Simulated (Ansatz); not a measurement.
Start from `O=C=[N][Hf]([F])([F])[F]` and change one atom or group to get `[NH2][Hf]([F])([F])[F]`.

Ansatz, PBE0-D4/def2-TZVP geometries, multiplicity 1. Each molecule was computed in one conformer, which needn't be the lowest.

Elements past krypton have def2 core potentials.

```tsv
property	`O=C=[N][Hf]([F])([F])[F]`
HOMO energy (ωB97M-V/def2-TZVPP) / eV	-11.62
size of the dipole moment (PBE/def2-TZVPP) / D	0.39
LUMO energy (ωB97M-V/def2-TZVPP) / eV	0.36
HOMO–LUMO gap (B3LYP/def2-TZVPP) / eV	7.62
LUMO energy (B3LYP/def2-TZVPP) / eV	-1.52
HOMO energy (B3LYP/def2-TZVPP) / eV	-9.14
```

Q: Give the same properties after the change, and the shifts. (An estimate is asked.)

A: Ansatz gave: 
| property | `[NH2][Hf]([F])([F])[F]` | shift |
| --- | --- | --- |
| HOMO energy (ωB97M-V/def2-TZVPP) / eV | -10.51 | 1.11 |
| size of the dipole moment (PBE/def2-TZVPP) / D | 2.37 | 1.98 |
| LUMO energy (ωB97M-V/def2-TZVPP) / eV | 0.61 | 0.25 |
| HOMO–LUMO gap (B3LYP/def2-TZVPP) / eV | 6.96 | -0.66 |
| LUMO energy (B3LYP/def2-TZVPP) / eV | -0.93 | 0.59 |
| HOMO energy (B3LYP/def2-TZVPP) / eV | -7.89 | 1.25 |

With PBE0 the HOMO rises by 1.25 eV and the LUMO rises by 0.68 eV, so the gap narrows by about 0.57 eV. PBE moves the HOMO by 1.28 eV and ωB97M-V by 1.11 eV. Dipoles are sizes alone; their direction can turn.

B3LYP here is the variant with VWN-RPA as its local correlation; programs differ in this.
